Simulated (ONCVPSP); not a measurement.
Which change was made? (Ar, ONCV)

```
Element                 : argon
Generator               : ONCVPSP 4.0.1
Type                    : optimised norm-conserving Vanderbilt (ONCV)
Functional              : PBEsol
Relativity              : scalar-relativistic
Frozen core             : [Ne]
Valence charge          : 8
Reference configuration : 3s2 3p4 (charge +2)
Partial waves           : 3s: rc 1.25 bohr, ncon 4, nbas 8, qcut 4.6 1/bohr, 2 projectors, debl 2.2 Ha; 3p: rc 0.95 bohr, ncon 5, nbas 10, qcut 7.7 1/bohr, 2 projectors, debl 2.3 Ha; d scattering state at 0.02 Ha: rc 1.00 bohr, ncon 4, nbas 8, qcut 10.9 1/bohr, 3 projectors, debl 1.7 Ha
Local potential         : polynomial inside 0.95 bohr (lpopt 5, dvloc0 0 Ha)
Core correction         : none
```

In the d channel the program set the typed energies aside and used 0.050, 1.750, 3.450 Ha.

Cutoffs, loose and tight: the cutoffs (Ha) at which the residual kinetic energy of the hardest occupied pseudo-wave falls to 1 and 0.1 mHa per electron. They do not see the model core or the augmentation charge, which bear on the density cutoff. Test errors are all-electron minus pseudo excitation energies from the reference, over the configurations 3s2 3p6; 3s2 3p5; 3s2 3p3; 3s2 3p2; variants that change the core or the reference have their own tests.

The base gives: outcome: generated, projector energies reset by the program; cutoff, loose: 330 Ha; cutoff, tight: 381 Ha; bound ghosts: p; GHOST(+) flags above zero: s, d; largest test error (meV): +72.

**Question.** After one change the result is: outcome: generated, projector energies reset by the program; cutoff, loose: 143 Ha; cutoff, tight: 356 Ha; bound ghosts: p; GHOST(+) flags above zero: s; largest test error (meV): +64. Which change was it?
A. s: qcut 6.7; p: qcut 11.2; d: qcut 15.8
B. s: qcut 6.4; p: qcut 10.7; d: qcut 15.2
C. s: qcut 3; p: qcut 5.1; d: qcut 7.2
D. s: qcut 6; p: qcut 10; d: qcut 14.1

**Answer.** B. The others give: s: qcut 6.7; p: qcut 11.2; d: qcut 15.8 → outcome: generated, projector energies reset by the program; cutoff, loose: 92 Ha; cutoff, tight: 348 Ha; bound ghosts: p; GHOST(+) flags above zero: s; largest test error (meV): +64 | s: qcut 6; p: qcut 10; d: qcut 14.1 → outcome: generated, projector energies reset by the program; cutoff, loose: 222 Ha; cutoff, tight: 366 Ha; bound ghosts: p; GHOST(+) flags above zero: s; largest test error (meV): +65 | s: qcut 3; p: qcut 5.1; d: qcut 7.2 → outcome: generated, projector energies reset by the program; cutoff, loose: 336 Ha; cutoff, tight: 383 Ha; bound ghosts: p, d; GHOST(+) flags above zero: s; largest test error (meV): +89.
